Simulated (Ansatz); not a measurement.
Z-matrix (Å, degrees):
```
C
Si 1 1.864
H 1 1.092 2 110.9
H 1 1.093 2 110.1 3 -120.0
H 1 1.094 2 111.0 3 120.2
O 2 1.651 1 112.5 3 176.2
Si 2 2.338 1 113.9 3 56.5
S 2 2.149 1 104.1 3 -63.2
H 6 0.960 2 116.9 1 69.9
H 7 1.489 2 111.9 1 69.1
H 7 1.488 2 109.7 1 -170.0
H 7 1.488 2 109.3 1 -51.1
H 8 1.344 2 94.8 1 175.5
```

The species carries charge 0 and has multiplicity 1.

(1) List the r2SCAN/def2-TZVPP orbital energies in eV (Ansatz 0.2.0). (Estimate.)

Answers

(1) Ansatz gave: Occupied: -2408.98, -1791.82, -1790.72, -515.94, -272.84, -213.44, -157.52, -157.42, -157.32, -142.12, -141.24, -97.03, -96.98, -96.94, -96.09, -96.09, -96.08, -26.51, -19.07, -18.26, -14.49, -13.36, -11.70, -10.62, -10.54, -9.90, -9.25, -9.10, -8.77, -8.69, -7.60, -7.22, -6.44. Lowest empty: -0.47, -0.34, -0.04, 0.70, 1.03, 1.43, 1.60, 1.76.
